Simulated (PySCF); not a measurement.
`COB(OC)[SiH2]N(C)C`. Level of theory: PBE0-D3(BJ)/def2-SVP geometry optimisation, gas phase in PySCF 2.14.0.

```
atom  x, y, z in Å
C1     2.2941    1.8863   -0.2610
O2     1.1365    1.4915    0.4403
B3     0.8967    0.1839    0.7250
O4     1.8199   -0.7231    0.3134
C5     1.7291   -2.1119    0.4732
Si6   -0.8685   -0.1960    1.6800
N7    -2.1599   -0.1092    0.5061
C8    -3.4457   -0.6986    0.7735
C9    -2.1942    0.9319   -0.4896
H10    3.2065    1.4827    0.2049
H11    2.3392    2.9841   -0.2539
H12    2.2650    1.5368   -1.3058
H13    2.5690   -2.4698    1.0894
H14    1.7948   -2.5984   -0.5123
H15    0.7862   -2.4172    0.9542
H16   -1.0185    0.7584    2.8399
H17   -0.9638   -1.5653    2.2867
H18   -3.3504   -1.5384    1.4784
H19   -4.1735    0.0208    1.2052
H20   -3.8968   -1.0958   -0.1557
H21   -2.5418    0.5389   -1.4645
H22   -1.1930    1.3630   -0.6367
H23   -2.8739    1.7651   -0.2144
```

Problem. What is the longest distance between nuclei?

Solution. H10···H19, 7.59 Å; the next longest distance is 7.57 Å.

Problem. Where is the centre of mass (commonest isotopes), and what is the radius of gyration?

Solution. Mass 147.089 u; centre at (-0.162, 0.042, 0.582) Å; Rg = √(Σ m r²/M) = 2.391 Å. As Ia + Ib + Ic = 2 Σ m r², the three principal moments sum to 1682.2 u·Å².

Problem. Work out the bond lengths C1–H11, O2–B3, B3–Si6, C5–H14, C5–H15, N7–C8, C8–H20, C9–H23 in Å.

Solution. For C1–H11 the difference vector is (0.0451, 1.0978, 0.0071) Å, of length 1.0987 Å. C1–H11 1.099; O2–B3 1.360; B3–Si6 2.043; C5–H14 1.101; C5–H15 1.102; N7–C8 1.440; C8–H20 1.107; C9–H23 1.110 Å.

Problem. What is the repulsion energy of the bare nuclei, Σ ZA·ZB/RAB?

Solution. 550.88 Eh over 253 pairs, with full nuclear charges and distances in bohr; the largest single term is 29.68 Eh (Si6 with N7).

Problem. How far are the heavy atoms from their best plane (unweighted least squares)?

Solution. 0.512 Å rms; C1 0.16, O2 0.38, B3 0.32, O4 0.27, C5 0.47, Si6 1.08, N7 0.08, C8 0.02, C9 0.79 Å (magnitudes).

Problem. What are the angles O2–C1–H10, N7–Si6–H17, B3–Si6–H17, H21–C9–H23, N7–C9–H21?

Solution. From the scalar product of the two bond vectors; for O2–C1–H10 it is -0.5701 Å² over 1.4099 × 1.1011 Å², cos θ = -0.3672. O2–C1–H10 111.5°; N7–Si6–H17 105.7°; B3–Si6–H17 114.4°; H21–C9–H23 107.0°; N7–C9–H21 111.1°.

Problem. Write the matrix of distances between heavy atoms (Å, lower triangle).

Solution. 
```
C1    0.000
O2    1.410  0.000
B3    2.413  1.360  0.000
O4    2.714  2.321  1.358  0.000
C5    4.104  3.652  2.455  1.401  0.000
Si6   4.255  2.899  2.043  3.062  3.446  0.000
N7    4.941  3.665  3.078  4.031  4.374  1.747  0.000
C8    6.379  5.090  4.431  5.286  5.373  2.778  1.440  0.000
C9    4.594  3.503  3.404  4.416  5.058  2.782  1.441  2.413  0.000
```

Stationary, but not proved a minimum. One conformer, not necessarily the lowest.
